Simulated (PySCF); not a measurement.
hydrogen telluride (H2Te), SMILES [TeH2]. Geometry: PBE-D3(BJ)/def2-TZVPD. The def2 effective core potentials stand for the cores of Te; spin–orbit coupling is left out.

Computed equilibrium geometry at PBE-D3(BJ)/def2-TZVPD (PySCF confirms it by a frequency run) as a Z-matrix, and its point group:
point group C2v.
```
Te
H 1 1.6711
H 1 1.6711 2 89.72
```
